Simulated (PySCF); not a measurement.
Core-level binding energies of `C=C[CH2][GeH2][SiH3]`

C3H10GeSi.
Z-matrix (Å and degrees, PBE0-D3(BJ)/def2-SVP geometry), rows numbered from 1:
```
C 
C   1  1.3358
C   2  1.4891  1  125.67
Ge  3  1.9803  2  111.65  1   103.57
Si  4  2.3831  3  110.86  2    51.49
H   1  1.0951  2  121.65  3     1.83
H   1  1.0926  2  121.28  3  -178.23
H   2  1.0982  1  118.30  3   177.96
H   3  1.1012  2  111.50  1   -16.30
H   3  1.1020  2  111.47  1  -136.89
H   4  1.5453  3  109.19  2   172.86
H   4  1.5429  3  108.48  2   -69.30
H   5  1.4951  4  110.72  3  -175.65
H   5  1.4954  4  110.34  3   -55.35
H   5  1.4965  4  110.08  3    64.23
```

Level of theory: delta-SCF UKS SCAN, pcX-2 on the ionised atom, pcseg-1 elsewhere, spin-free X2C in PySCF. These are vertical core ionisation energies against the vacuum level, from separate self-consistent calculations with and without the core hole.

What binding energy does each computed site have?

```
atom(s)                 bonded to     level  binding energy (eV)  2p1/2 (eV)  above the level's lowest (eV)  count
     C1   C (double bond) and 2 H      C 1s               289.87           –                           0.00      1
     C2  C (double bond), C and H      C 1s               290.56           –                          +0.69      1
     C3             C, 2 H and Ge      C 1s               290.35           –                          +0.48      1
    Si5                3 H and Ge  Si 2p3/2               106.48      107.11                           0.00      1
    Si5                3 H and Ge     Si 1s              1846.18           –                           0.00      1
```

Lowest listed C 1s: C1, bonded to C (double bond) and 2 H. Highest, 0.69 eV above it: C2, bonded to C (double bond), C and H. Summing the Pauling electronegativity differences to the bonded atoms, each weighted by its formal bond order, gives -0.70 for the lowest site and -0.35 for the highest; no listed site has a larger sum than the highest. The smallest sum, -1.24, belongs to C3, 0.48 eV above the lowest.

Which effective nuclear charge Zeff reproduces each element's mean 1s value in the hydrogen-like formula E = 13.606 eV × Zeff²?

C (Z = 6): mean 290.3 eV, Zeff = 4.62, Z − Zeff = 1.38; Si (Z = 14): mean 1846.2 eV, Zeff = 11.65, Z − Zeff = 2.35. Means run over the listed sites, weighted by atom count.

The 2p values add to the ΔSCF energy of one spin-free hole a correction within the shell (spin–orbit coupling, ligand field). 2p1/2 minus 2p3/2 (ligand field included): Si 0.62 eV. No level of germanium is listed. Isolated species at its PBE0-D3(BJ)/def2-SVP geometry (one conformer only).
